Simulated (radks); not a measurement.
All-electron atom: Tm in [Xe] 4f12.5 5d1.5 6s1 (fractional occupations, a model configuration). Calculated with a radial shooting solver on a logarithmic mesh with Libxc functionals: Dirac Kohn-Sham, PBE, spin-unpolarised, spherical densities, finite nucleus; open shells fill j = l - 1/2 first; Fermi nuclear charge, rms radius 5.2256 fm. Some entries of the table are withheld. Estimate them.

orbital  occ.  eigenvalue (hartree)  <1/r> (bohr^-1)  <r^2> (bohr^2)
1s1/2       2             -2175.751            79.07             (1)
2s1/2       2             -366.9560            19.05        0.008458
2p1/2       2             -349.8102              (2)        0.006089
2p3/2       4             -313.7907              (3)        0.007305
3s1/2       2             -82.55150            6.979         0.05572
3p1/2       2             -74.99691            6.895         0.05148
3p3/2       4             -67.39159            6.227         0.05827
3d3/2       4             -54.48835            6.114         0.04577
3d5/2       6             -52.82638            5.951         0.04765
4s1/2       2             -16.34127            2.921          0.2798
4p1/2       2             -13.30097            2.811          0.2916
4p3/2       4             -11.58239            2.580          0.3292
4d3/2       4                   (4)            2.359          0.3700
4d5/2       6                   (5)            2.302          0.3848
5s1/2       2              -1.99900            1.091           1.692
5p1/2       2              -1.17304           0.9554           2.183
5p3/2       4              -0.95884           0.8717           2.566
4f5/2       6                   (6)            1.730          0.8177
4f7/2     6.5                   (7)            1.699          0.8705
6s1/2       1              -0.14641           0.3186           17.86
5d3/2     1.5              -0.04151           0.4126           15.96
5d5/2       0              -0.03394           0.3844           18.80

Answer. 
(1) 1s1/2 <r^2> (bohr^2): 0.0005486
(2) 2p1/2 <1/r> (bohr^-1): 19.03
(3) 2p3/2 <1/r> (bohr^-1): 16.42
(4) 4d3/2 eigenvalue (hartree): -6.57667
(5) 4d5/2 eigenvalue (hartree): -6.26358
(6) 4f5/2 eigenvalue (hartree): -0.21766
(7) 4f7/2 eigenvalue (hartree): -0.17248
